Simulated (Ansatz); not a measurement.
Species: dibromo(dimethoxy)silane, C2H6Br2O2Si, charge 0, multiplicity 1. 
Geometry from a B3LYP-D3(BJ)/def2-TZVP (Ansatz, a program for electronic structure) optimisation:
```xyz
13

Si     0.0942    -0.3103    -0.1079
Br    -0.1796     1.4443    -1.4303
Br    -0.3216     0.2071     2.0044
O      1.6418    -0.7518    -0.2960
C      2.3034    -1.7734     0.4493
O     -0.9648    -1.4790    -0.4796
C     -1.1443    -2.0457    -1.7771
H      2.3767    -1.4926     1.5015
H      1.7724    -2.7244     0.3681
H      3.3034    -1.8827     0.0344
H     -1.5301    -1.2971    -2.4713
H     -1.8656    -2.8549    -1.6814
H     -0.2040    -2.4437    -2.1648
```

Quantity: vertical ionisation energy (to the doublet state of charge +1; each state is the SCF solution reached for its spin; for the doublet the Hartree-Fock reference is unstable and T1 is 0.019), in eV. Cores are frozen in the correlated levels unless marked. UHF or UKS for open shells. No spin-orbit coupling. Frozen are the shells of the preceding noble gas and the d and f shells that filled before the atom's block. No relativistic terms.  The program attaches cautions to a run behind CCSD/def2-SVPD: other roots. The program attaches cautions to a run behind CCSD/def2-TZVPPD: other roots. The program attaches cautions to a run behind CCSD(T)/def2-TZVPPD: other roots.

| level | program | vertical ionisation energy (eV) |
|---|---|---|
| HF/def2-QZVPPD | Ansatz | 10.03 |
| RI-HF/def2-TZVPPD | Ansatz | 10.04 |
| r2SCAN/def2-TZVPD | Ansatz | 9.84 |
| B3LYP/def2-TZVPD | Ansatz | 10.12 |
| BHLYP/def2-TZVPD | Ansatz | 10.56 |
| CAM-B3LYP/def2-TZVPD | Ansatz | 10.59 |
| wB97M-V/def2-TZVPD | Ansatz | 10.68 |
| wB97X-V/def2-TZVPD | Ansatz | 10.75 |
| B2PLYP/def2-TZVPD | Ansatz | 10.45 |
| RI-MP2/def2-TZVPPD | Ansatz | 10.96 |
| RI-MP2/def2-QZVPPD | Ansatz | 11.06 |
| CCSD/def2-SVPD | Ansatz | 10.60 |
| CCSD/def2-TZVPPD | Ansatz | 10.69 |
| CCSD(T)/def2-TZVPPD | Ansatz | 10.64 |
